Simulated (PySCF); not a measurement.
# Reading the logs of faulty runs: BCGeH6Si cation

All numbers below are calculated, not measured. The program is PySCF 2.14.0, an open-source quantum chemistry code, run on an isolated molecule that a program drew, which may never have been made. The molecule is BCGeH6Si cation (charge +1, singlet), drawn as the SMILES string `B=[C]([SiH2+])[GeH3]`.

Each row is a Hartree-Fock (HF) and frozen-core CCSD(T) single point in the cc-pV(D+d)Z basis, meant for a local HF minimum. Run 1 is clean. Each other run has one planted mistake out of seven kinds, and not every kind appears here: one electron removed, one electron added, multiplicity raised by two, geometry at a saddle point, minimal basis STO-3G, one bond length entered in bohr, all coordinates scaled. The reference is restricted for singlets and unrestricted otherwise, and also for a bond in bohr. Adding or removing an electron swaps singlet and doublet. Electrons count all cores. HOMO and LUMO are orbital energies over both spins, the gradient is its largest component, and the lowest frequency (negative if imaginary) is given only where the gradient is small. Bond lengths are over the 9 bonds as drawn. T1 is the CCSD diagnostic: over 0.02 (restricted) or 0.045 (unrestricted) a single reference is doubtful. Germanium has the cc-pVDZ-PP basis, with a core potential (ECP10MDF) in place of its 10 inner electrons, and its 3s, 3p and 3d shells are frozen in CCSD(T).

Geometry of the clean run:
```xyz
10
BCGeH6Si cation, angstrom
B    -3.6586    0.5555   -0.7585
C    -2.6093   -0.3570   -0.9242
Si   -2.4690   -1.1656   -2.4526
Ge   -1.3516   -0.6460    0.6521
H    -4.5330    1.3227   -0.6048
H    -1.4058   -2.1357   -2.7134
H    -3.4014   -0.9208   -3.5544
H    -1.4570   -2.1225    0.9941
H    -1.8653    0.2562    1.7612
H     0.0270   -0.2458    0.1546
```

| run | electrons | basis functions | <S^2> | HOMO (eV) | LUMO (eV) | gradient (hartree/bohr) | lowest frequency (cm^-1) | mean bond (Å) | longest bond (Å) | T1 | HF (hartree) | CCSD(T) (hartree) | mistake |
|---|---|---|---|---|---|---|---|---|---|---|---|---|---|
| 1 | 62 | 104 | 0.000 | -15.14 | -4.41 | 1.3e-05 | 36 | 1.5367 | 2.037 | 0.0147 | -648.05415 | -648.50379 | no fault |
| 2 | 62 | 104 | 0.722 | -15.20 | -4.59 | 2.2e-02 | - | 1.6527 | 2.217 | 0.0642 | -647.92004 | -648.37157 | one bond length entered in bohr |
| 3 | 61 | 104 | 0.757 | -21.76 | -12.59 | 6.8e-02 | - | 1.5367 | 2.037 | 0.0341 | -647.54955 | -647.95345 | one electron removed |
| 4 | 62 | 104 | 0.000 | -15.63 | -4.36 | 2.7e-02 | - | 1.4721 | 1.952 | 0.0134 | -648.03544 | -648.47879 | all coordinates scaled |
| 5 | 62 | 104 | 2.022 | -11.77 | -6.46 | 8.5e-02 | - | 1.5367 | 2.037 | 0.0189 | -647.95289 | -648.37526 | ? |
| 6 | 63 | 104 | 0.854 | -6.10 | 1.97 | 4.1e-02 | - | 1.5367 | 2.037 | 0.0230 | -648.24672 | -648.71443 | ? |

**Which mistake was planted in run 5, and what did it cost?**

Electrons, basis and geometry are unchanged, and <S^2> is 2.022, beside S(S+1) = 2.00 for a multiplicity of 3. So the mistake is: multiplicity raised by two. Subtracting run 1 and multiplying by 627.51 kcal/mol a hartree, the energy moved by 63.5 kcal/mol in HF and 80.7 kcal/mol in CCSD(T).

**Which mistake was planted in run 6, and what did it cost?**

It counts 63 electrons, one more than the clean run, at the same geometry and basis. So the mistake is: one electron added. Subtracting run 1 and multiplying by 627.51 kcal/mol a hartree, the energy moved by -120.8 kcal/mol in HF and -132.2 kcal/mol in CCSD(T).

Cautions from the logs. Run 2: T1 is over the limit, so its CCSD(T) energy is less reliable.
